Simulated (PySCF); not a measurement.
C₄H₆BFO₂.
Structure used (GFN2-xTB), in Å, numbered top down from 1:
```
atom  x, y, z in Å
O1    -1.6669    1.4380    0.1994
B2    -1.9476    0.1572    0.4722
O3    -3.1867   -0.1492    0.9473
C4    -0.8373   -0.9809    0.1977
C5     0.5182   -0.4793    0.1618
C6     1.6583   -0.1079    0.1359
C7     3.0132    0.4041    0.1061
F8     3.0466    1.7749    0.2671
H9    -2.3769    2.0558    0.3786
H10   -3.3745   -1.0671    1.1332
H11   -0.8964   -1.7640    0.9597
H12   -1.0520   -1.4530   -0.7662
H13    3.4910    0.1907   -0.8588
H14    3.6103   -0.0199    0.9240
```

The closed-shell ground state was solved at several levels (PySCF, density fitting, gas phase, non-relativistic).

| level | basis functions | HOMO (eV) | LUMO (eV) | gap (eV) | dipole (D) |
| --- | --- | --- | --- | --- | --- |
| PBE0/pcSseg-1 | 166 | -7.35 | 0.70 | 8.05 | 3.65 |
| B3LYP/pcJ-1 | 276 | -7.10 | 0.37 | 7.47 | 3.68 |

Question: What might PBE0/def2-SVPD (217 basis functions) give for the same quantities?

Answer: HOMO -7.43 eV, LUMO -0.15 eV, gap 7.28 eV, dipole 3.57 D.

Question: Over all these levels, which gives the widest orbital gap and which the narrowest?

Answer: PBE0/pcSseg-1 has the widest, 8.05 eV, and PBE0/def2-SVPD the narrowest, 7.28 eV. The two share the functional. From the narrowest to the widest the HOMO moves by +0.08 eV and the LUMO by +0.85 eV.

Question: How far do the dipole and the HOMO energy spread over the levels?

Answer: The dipole runs from 3.57 to 3.68 D (mean 3.63 D) and the HOMO from -7.43 to -7.10 eV.

One conformer stands for the species.
